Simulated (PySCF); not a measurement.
**Shapes and spin states of V₂O**

All numbers come from B3LYP/[O def2-SVP, V def2-SVP], no relativity, density fitting, PySCF.

Relaxations began from a few typed shapes and spin states; open shells are unrestricted. The search is not exhaustive: other isomers or separated fragments can lie lower, and high-lying points may rest on an excited occupation.

```
                                                 spin  group                          bonds                         angles  imaginary modes (cm⁻¹)  ΔE (kJ/mol)  ΔE with ZPE (kJ/mol)
                                               septet    C2v  O–V 1.801 Å (×2), V–V 2.636 Å  O–V–V 42.9° (×2), V–O–V 94.1°                    none          0.0                   0.0
                                                nonet    C2v               O–V 1.799 Å (×2)                   V–O–V 135.6°                    none          0.0                  -0.5
singlet (closed shell, unstable to spin polarisation)    D∞h               O–V 1.737 Å (×2)                   V–O–V 180.0°              115i, 115i        334.5                     –
```

The lowest minimum found is the septet C2v: O–V 1.801 Å (×2), V–V 2.636 Å; O–V–V 42.9° (×2), V–O–V 94.1°.

For the lowest minimum: other spin states or occupations of the open shell can lie lower.

The electron or spin density has lower symmetry than the nuclear frame for the singlet (closed shell, unstable to spin polarisation) D∞h at 334.5 kJ/mol.
